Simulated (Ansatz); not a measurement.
Molecule: C6H12 (charge 0, singlet). 
Geometry from a B3LYP-D3(BJ)/def2-TZVP (Ansatz, a first-principles code) optimisation:
SMILES: C(=C/C(C)C)/C
```xyz
18

C      2.3737    -0.4356    -0.5149
C      1.5477    -0.3089     0.7280
C      0.2426    -0.0641     0.8170
C     -0.7411     0.1485    -0.2981
C     -1.3656     1.5462    -0.2009
C     -1.8263    -0.9352    -0.2676
H      1.7918    -0.3031    -1.4255
H      3.1797     0.3042    -0.5203
H      2.8526    -1.4181    -0.5620
H      2.0963    -0.4353     1.6574
H     -0.1916    -0.0061     1.8133
H     -0.2226     0.0781    -1.2569
H     -2.0872     1.7076    -1.0048
H     -1.8912     1.6687     0.7499
H     -0.6023     2.3231    -0.2632
H     -2.5503    -0.7848    -1.0716
H     -1.3919    -1.9298    -0.3780
H     -2.3698    -0.9105     0.6807
```
Charge 0, spin multiplicity 1.

Basis-set convergence of Hartree-Fock and CCSD(T) correlation energies (hartree) with Ansatz. Cores are frozen in the correlated levels unless marked. No spin-orbit coupling. Non-relativistic.

| basis | functions | E(HF) | E(corr, CCSD(T)) |
|---|---|---|---|
| aug-cc-pVDZ | 246 | -234.20341 | -0.99408 |
| aug-cc-pVTZ | 552 | ? | ? |

### Question
Some entries are withheld; supply them.

### Answer

- aug-cc-pVTZ, E(HF): -234.26186
- aug-cc-pVTZ, E(corr, CCSD(T)): -1.15982
